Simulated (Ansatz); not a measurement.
**A basis-limit estimate, worked out**

An elementary step of BNH$_{6}$ClF, singlet (BH₂Cl ([BH2][Cl]) + NH₃ + HF → BNH₄ ([BH2][NH2]) + HCl + HF; bonds formed: Cl2–H7, H5–F8; dative contacts that become bonds: B1–N6; bonds broken: B1–Cl2, H5–N6, H7–F8). “Start” is the structure reached by relaxing down from the saddle towards the reactants; PBE0-D4/def2-TZVP structures. The saddle:

```
atom    x (Å)    y (Å)    z (Å)
  B1  -0.7051  -0.3907  -0.7895
 Cl2   1.2782   0.6869  -1.5577
  H3  -1.4383   0.3964  -1.3026
  H4  -0.4420  -1.4308  -1.3083
  H5   0.5908   0.3369   1.0606
  N6  -0.5837  -0.3268   0.6907
  H7   1.6182   0.8985  -0.2568
  F8   1.5044   0.8525   1.1850
  H9  -0.5066  -1.2315   1.1380
 H10  -1.3157   0.2086   1.1408
```

Computed with Ansatz 0.2.0 (basis: def2-TZVPP and def2-QZVPP); correlated methods freeze the cores.

Energies in eV:

| quantity | saddle | start |
| --- | --- | --- |
| Hartree–Fock, triple zeta (X = 3) | -17460.62817 | -17462.10391 |
| Hartree–Fock, quadruple zeta (X = 4) | -17461.20356 | -17462.68318 |
| MP2 correlation, X = 3 | -22.64070 | -22.40643 |
| MP2 correlation, X = 4 | -24.51848 | -24.29435 |
| CCSD(T) correlation, X = 3 | -24.51633 | -24.28602 |

Work out the barrier at the basis limit: extrapolate Hartree–Fock as E(X) = E∞ + A exp(−7.88 √X) and the MP2 correlation as E(X) = E∞ + B X^−2.97 (the exponents that Neese and Valeev fitted for def2-TZVPP and QZVPP), then add CCSD(T) − MP2 in triple zeta.

Each step is linear, so take the differences first (saddle − start): Hartree–Fock 1.47574 (X = 3) and 1.47962 (X = 4); MP2 correlation -0.23427 and -0.22413; CCSD(T) correlation -0.23031.
Two points give E∞ = E(4) + w [E(4) − E(3)], with w = 1/(exp(7.88 (2 − √3)) − 1) = 0.1377 for Hartree–Fock and w = 1/((4/3)^2.97 − 1) = 0.7407 for the correlation.
Hartree–Fock: 1.47962 + 0.1377 × 0.00388 = 1.4802 eV.
MP2 correlation: -0.22413 + 0.7407 × 0.01014 = -0.2166 eV.
CCSD(T) − MP2: -0.23031 − (-0.23427) = 0.0040 eV.
Sum: 1.4802 + (-0.2166) + 0.0040 = 1.2676 eV, or 29.23 kcal/mol. Plain CCSD(T) in triple zeta gives 1.2454 eV, so the larger basis shifts the result by 0.0222 eV.

T1 diagnostic: at most 0.011.

Labels in which every atom is bracketed show which atoms are joined, not bond orders.

For scale, one of the runs: CCSD(T)/def2-TZVPP, 219 basis functions, launched by `ansatz run in.yaml --threads 4 --pin off --events-out ev --progress --plain --max-ram 9574MiB`. The run took 89 s on 4 CPU threads of an Arm Neoverse V1 (shared host), with 3.5 GiB of host memory at its peak.
